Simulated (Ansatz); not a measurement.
Isolated molecules relaxed with PBE0-D4/def2-TZVP in Ansatz; ΔE leaves out vibrations. CCSD(T)/CBS is the MP2 limit (def2-TZVPP, def2-QZVPP) plus CCSD(T) − MP2 in def2-TZVPP, frozen cores. This one scheme is used for every species. DFT in def2-TZVPP. Open shells (•) are unrestricted, without spin–orbit coupling. One conformer a species, not always the lowest.

`C[O][AlH][Cl]` + `[SiH3]`• → `C[O][Al][Cl]`• + SiH₄  (hydrogen abstraction from the Al–H bond)

`C[O][AlH][Cl]`:

```xyz
8

C     1.024   -0.690    0.380
O     0.461    0.478   -0.148
Al   -1.076    1.022   -0.520
Cl   -2.712   -0.241   -0.170
H     1.565   -0.457    1.302
H     0.269   -1.451    0.606
H     1.737   -1.114   -0.333
H    -1.269    2.453   -1.118
```

`[SiH3]`•:

```xyz
4

Si   -0.018    0.327   -0.080
H     0.577    0.227    1.278
H     0.841   -0.336   -1.095
H    -1.400   -0.219   -0.103
```

`C[O][Al][Cl]`•:

Z-matrix (Å, degrees):
```
C
O 1 1.402
H 1 1.094 2 109.8
H 1 1.095 2 112.2 3 120.6
H 1 1.094 2 109.8 3 -118.7
Al 2 1.678 1 137.2 3 -121.4
Cl 6 2.117 2 119.4 1 0.1
```

SiH₄:

```xyz
5

Si    0.000    0.000    0.000
H     1.070   -1.001    0.237
H    -0.611   -0.235   -1.333
H     0.581    1.365    0.044
H    -1.040   -0.129    1.051
```

```tsv
species	BHLYP-D4 energy (Eh)
`C[O][AlH][Cl]`	-818.49582
`[SiH3]`•	-291.23733
`C[O][Al][Cl]`•	-817.85642
SiH₄	-291.88839
```

Work out ΔE.

ΔE = (-817.85642) + (-291.88839) − (-818.49582) − (-291.23733) = -0.01166 Eh = -30.6 kJ/mol. CCSD(T)/CBS gives -30.2 kJ/mol.

Largest T1 diagnostic among the species: 0.015.

At CCSD(T), def2-SVP lies +8.9 kJ/mol from the extrapolated value and def2-TZVPP +1.4 kJ/mol. Leaving LDA and LC-ωPBE aside and taking each functional with its dispersion term where it has one, the values, not all of them listed here, spread over 19.3 kJ/mol, from revPBE-D4 to B97M-V. LDA lies −4.3 kJ/mol from PBE without D4. From BLYP to BHLYP (50 % exact exchange), in def2-TZVPP and without D4, ΔE moves by +3.0 kJ/mol.
